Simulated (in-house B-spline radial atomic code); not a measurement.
## One electron outside the [Ar] 3d10 4s2 4p6 core: Nb4+

Computed with a B-spline radial code for spherical atoms, no-pair Dirac-Coulomb Hamiltonian, finite nucleus. Rungs: frozen-core Dirac-Hartree-Fock (DHF); Brueckner orbitals from the second-order correlation potential; the same with the Coulomb interaction screened by the core and the hole-particle interaction summed; Breit and QED terms from differences of relaxed Dirac-Fock atoms, where computed. Partial waves beyond l = 6 are extrapolated. The tables show a selection of states; those near core-excited levels, with erratic corrections or far from their DHF start are never shown.

The lowest nd levels tend to come out too strongly bound in this method, by some 0.05 to 0.2 eV for each d electron where measurements exist, which shifts their lines and rates.

Removal energies (eV):

```tsv
state	DHF	second order	screened	Breit + QED	final
4d3/2	49.0862	50.8959	50.7295	0.00875	50.7382
4d5/2	48.8702	50.6476	50.4869	0.0182	50.5051
5s1/2	40.1453	?	?	?	?
5p1/2	33.7641	34.7151	34.569	-0.0135	34.5555
5p3/2	33.3436	34.2543	34.1136	-0.00738	34.1063
5d3/2	23.8053	?	?	?	?
5d5/2	23.7395	24.3245	24.2435	0.00247	24.246
4f5/2	22.605	23.8684	23.7584	-	-
4f7/2	22.6131	23.8577	23.7463	-	-
6s1/2	21.8776	22.3188	22.2432	-0.00792	22.2353
```

Q: What does correlation do to 5s1/2?

A: It adds 1.254 eV to the removal energy in second order and 1.037 eV with screening; Breit and QED add -0.0198 eV, for a final 41.1625 eV.

Q: What does correlation do to 5d3/2?

A: It adds 0.5893 eV to the removal energy in second order and 0.5087 eV with screening; Breit and QED add 0.000192 eV, for a final 24.3142 eV.

Q: How does the lowest state compare with the NIST ionisation energy?

A: 4d3/2 is bound by 50.738 eV, without recoil; NIST lists 50.5728 ± 0.0025 eV (measured), a difference of +0.17 eV.

Electric-dipole lines from 4d3/2 (reduced matrix elements in atomic units, length form, static core polarisation, sign of DHF taken positive):

```csv
upper,DHF,+ core polarisation,+ Brueckner,λ (nm),A (s⁻¹)
5p1/2,1.309,1.203,1.168,76.615,3.07e+09
5p3/2,0.5686,0.5243,0.5088,74.546,3.17e+08
```

Magnetic hyperfine constants per unit nuclear g factor (MHz, nucleus as a uniformly magnetised ball; they apply to isotopes with nuclear spin):

```json
{"state": "5s1/2", "DHF": "10750", "+ core polarisation": "12320", "+ Brueckner": "13210"}
{"state": "5p1/2", "DHF": "2501", "+ core polarisation": "2867", "+ Brueckner": "3148"}
{"state": "5p3/2", "DHF": "429.2", "+ core polarisation": "577.8", "+ Brueckner": "630.4"}
{"state": "6s1/2", "DHF": "4259", "+ core polarisation": "4829", "+ Brueckner": "4989"}
```

Q: What is the static scalar polarisability of 4d3/2?

A: 3.257 bohr³: 2.275 from the core and 0.9817 from the valence electron, Pauli blocking included.
